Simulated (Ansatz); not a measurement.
CHFSe, SMILES `FC=[Se]`. Total charge 0; spin multiplicity 1.

Cartesian coordinates in Å:
```
F 1.173 -0.439 -0.453
C 0.057 0.085 0.016
Se -1.458 -0.757 0.099
H 0.228 1.111 0.339
```

Problem. List the harmonic frequencies (cm⁻¹, unscaled) at PBE0-D4/def2-TZVP in Ansatz. (Best estimate.)

Solution. The calculation gave: 395, 858, 869, 1209, 1362, 3156.

Problem. Is this a minimum?

Solution. Yes, all 6 modes are real.

Problem. Give the ideal-gas thermochemistry at 298.15 K and 1 bar (rigid rotor, harmonic oscillator; point group Cs, symmetry number 1).

Solution. Zero-point energy 47.0 kJ/mol; H(298) − E = 58.1 kJ/mol; entropy 270.5 J/(mol·K), of which translation 167.6, rotation 97.2, vibration 5.7; G(298) − E = -22.6 kJ/mol.
